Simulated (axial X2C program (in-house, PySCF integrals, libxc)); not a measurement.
**Correcting the dissociation energy of InSb for spin–orbit coupling**

A spin-free PBE0 curve (one-electron X2C) was computed with an axial X2C code built on PySCF integrals, basis Sb dyall-v3z [11s12p8d1f], In dyall-v3z [11s12p9d1f] (cores contracted in-house), for the state M_S = 1, Λ = 0 (beyond evenly filled blocks: π+α, π-α). It gives D0 = 1.708 eV to Sb + In, which in a spin-free picture are the weighted means of the ground terms.

Measured levels of the ground terms (NIST Handbook of Basic Atomic Spectroscopic Data), in cm⁻¹: Sb 4S: J = 3/2 at 0; In 2P: J = 1/2 at 0, J = 3/2 at 2212.6.

The molecular state has Λ = 0, so it has no first-order lowering.

**Question.** How far does each ground level lie under the (2J+1)-weighted mean of its term?

**Answer.** Sb: a single level, 0; In: (2 × 0 + 4 × 2212.6)/6 = 1475 cm⁻¹.

**Question.** Correct D0.

**Answer.** D0 = 1.708 + (0 − 1475)/8065.5 = 1.525 eV at PBE0 with these spin–orbit terms.

Second-order spin–orbit effects in the molecule, which grow quickly with Z, are left out. Occupations by symmetry block were frozen at the best pattern of an incomplete PBE0 search. De is counted from the lowest determinant-based energies of the atoms at the same level, without counterpoise correction. PBE0 can misorder states that lie within some tenths of an eV, so this need not be the ground state of the molecule. The nearest other spin-free determinant of the search, M_S = 1, Λ = 1, lies 0.40 eV up at the distance of the search.
